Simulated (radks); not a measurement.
Question: All-electron atom: Si2+ in [Ne] 3s2 (the NIST ground configuration). All-electron calculation, Dirac Kohn-Sham, LB94 model potential, spin-unpolarised, spherical densities, finite nucleus; Fermi nuclear charge, rms radius 3.1224 fm. Program: a radial shooting solver on a logarithmic mesh with Libxc functionals. Some entries of the table are withheld. Estimate them.

| orbital | occ. | eigenvalue (hartree) | <1/r> (bohr^-1) | <r> (bohr) |
|---|---|---|---|---|
| 1s1/2 | 2 | -67.98040 | 13.67 | 0.1108 |
| 2s1/2 | 2 | -6.35440 | 2.573 | (1) |
| 2p1/2 | 2 | -4.77684 | 2.494 | (2) |
| 2p3/2 | 4 | -4.75184 | 2.481 | (3) |
| 3s1/2 | 2 | -1.25058 | (4) | 1.909 |

Answer: 
(1) 2s1/2 <r> (bohr): 0.5672
(2) 2p1/2 <r> (bohr): 0.5307
(3) 2p3/2 <r> (bohr): 0.5329
(4) 3s1/2 <1/r> (bohr^-1): 0.7243
